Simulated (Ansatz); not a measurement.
This geometry of AlFH4N2 + H2 (10 atoms, charge 0, multiplicity 1) is a first-order saddle point.

These are results of RKS PBE-D4/6-31G* in Ansatz, not measurements.

```xyz
10
Properties=species:S:1:pos:R:3
Al 0.136 -0.188 0.105
N 0.118 -0.326 2.008
H -0.727 -0.071 2.529
H 0.945 -0.125 2.581
N 1.667 0.340 -0.664
H 2.592 0.069 -0.332
H 1.712 0.538 -1.664
F -1.326 0.280 -0.563
H -0.011 -2.014 0.424
H 0.035 -1.574 1.346
```

Task: Which two structures does it join? (They come from a converged band through this point; their orientation in space is the band's.)

Result: Bonds broken: H9–H10. Bonds formed: Al1–H9, N2–H10. AlFH4N2 + H2 becomes AlFH6N2.

Image 0:

```xyz
10
Properties=species:S:1:pos:R:3
Al 0.175 0.378 0.087
N 0.136 0.098 1.848
H -0.719 0.045 2.398
H 0.951 -0.070 2.435
N 1.692 0.530 -0.833
H 2.628 0.510 -0.435
H 1.734 0.630 -1.846
F -1.278 0.523 -0.727
H -0.110 -3.233 1.382
H -0.068 -2.483 1.461
```

Image 8:

```xyz
10
Properties=species:S:1:pos:R:3
Al 0.145 -0.704 -0.103
N 0.067 -0.358 1.936
H -0.731 0.229 2.207
H 0.939 0.151 2.137
N 1.698 0.205 -0.446
H 2.421 -0.291 -0.972
H 1.659 1.161 -0.810
F -1.316 0.063 -0.493
H 0.209 -2.313 -0.187
H 0.048 -1.214 2.503
```

Task: How far does it lie above each of them?

Result: 0.69 eV above the first and 1.36 eV above the second. This is the barrier of this one path; another mechanism may lie lower. The orbitals stay closed-shell, which can raise the energy where a bond breaks towards radicals; this wasn't checked here.

The run took 5.2 min on 1 thread of Arm Neoverse V1, with other jobs on the host, peak memory 0.12 GiB.
